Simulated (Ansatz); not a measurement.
## Pulling the pair apart

The pair of Li⁺ (SMILES [Li+], atom 1) and Cl$_{2}$ (SMILES ClCl, atoms 2–3), both closed shells, in one local arrangement (a lower one may exist), relaxed at PBE0-D4/def2-TZVP:

```
atom    x (Å)    y (Å)    z (Å)
 Li1  -0.0007   0.0208  -1.4675
 Cl2  -0.0305   0.9877   0.7483
 Cl3   0.0312  -1.0085   0.7192
```

Cl$_{2}$ is shifted rigidly along the line between the mean atom positions of the two fragments (negative: closer). Counterpoise interaction energies in kJ/mol. Computed with Ansatz 0.2.0 (basis: def2-TZVPPD); correlated methods freeze the cores. The outer core shell of Li, Na, Mg and K is correlated. B3LYP uses VWN-RPA correlation.

```tsv
shift (Å)	r2SCAN-D4	PBE-D4	B3LYP-D4
-0.24	-44.9	-55.0	-53.1
-0.12	-54.1	-63.5	-61.7
0.00	-57.4	-66.2	-64.5
0.12	-57.1	-65.3	-63.7
0.29	-53.3	-60.6	-59.1
0.60	-42.8	-49.3	-48.9
1.21	-26.1	-32.7	-35.4
2.42	-10.1	-11.5	-12.3
```

Task: What does CCSD(T) give at these shifts? (To be estimated.)

Result: By the calculation: -39.6, -49.8, -54.0, -54.3, -51.2, -41.5, -24.4, -9.0 kJ/mol. For zero shift, CCSD(T) at an estimated basis limit (MP2 extrapolated from triple and quadruple zeta, plus CCSD(T) − MP2 in triple zeta) gives -61.7 kJ/mol. These are counterpoise interaction energies, counted from the two frozen fragments.

The T1 diagnostic stays at or below 0.009.

For scale, one of the runs: CCSD(T)/def2-TZVPPD, 124 basis functions, launched by `ansatz run in.yaml --threads 2 --pin off --events-out ev --progress --plain --max-ram 5222MiB`. The run took about 2.6 s on 2 CPU threads of an Arm Neoverse V2 (shared host).
